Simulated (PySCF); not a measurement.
**Ta²⁺: ionisation energy**

Ta²⁺ [Xe] 4f14 5d3 (4F) → Ta³⁺ [Xe] 4f14 5d2 (3F), as a difference of total energies. Computed with PySCF 2.14 in x2c-TZVPPall with one added diffuse shell each of s, p, d, f type (12s8p8d4f1g, 113 functions), with the spin-free X2C one-electron Hamiltonian (Gaussian nucleus). Correlated levels: valence: [Xe] 4f14 frozen. The calculations carry no spin-orbit coupling.

```tsv
method	ionisation energy (eV)
UHF	23.110
MP2 (valence)	23.361
SCS-MP2 (valence)	23.194
CCSD (valence)	23.421
CCSD(T) (valence)	23.423
```

Question: How much does correlation contribute at CCSD(T) (valence)?

Answer: 23.423 − (23.110) = 0.313 eV, measured against UHF.

A first-order spin-orbit estimate (lowest level to lowest level, LS coupling) adds -0.086 eV.

Errors of the correlated levels include the incompleteness of this basis and the frozen core.

For comparison: 23.1 ± 1.6 eV (theoretical estimate listed by NIST; NIST Atomic Spectra Database, ionization energies).
